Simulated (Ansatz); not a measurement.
Mulliken charges of CH$_{4}$BBrOSi, SMILES `B[SiH](Br)C=O` from PBE/def2-TZVPP in Ansatz (PBE0-D4/def2-TZVP geometry).

```csv
atom,x (Å),y (Å),z (Å),charge (e)
B1,0.138,1.416,0.948,-0.061
Si2,-0.171,-0.489,0.422,0.252
Br3,1.265,-1.941,1.319,-0.209
C4,-0.023,-0.676,-1.503,0.057
O5,-0.742,-0.048,-2.232,-0.178
H6,0.924,1.730,1.788,0.053
H7,-0.489,2.263,0.385,0.055
H8,-1.550,-0.922,0.774,-0.034
H9,0.737,-1.379,-1.917,0.064
```

By hand: the dipole of these point charges (1 e Å = 4.8032 D).

Σ q r = (-0.063, 0.325, 0.051) e Å, of length 0.335 e Å = 1.61 D.

How does the dipole of the full density compare? (Best estimate.)

The calculation gave: (0.063, 0.040, 0.107) e Å, 0.63 D; the point charges give 2.56 times that, at 71° from its direction.

Point charges leave out the atoms' own dipoles, such as those of lone pairs, and Mulliken's split depends on the basis, so the two needn't agree.
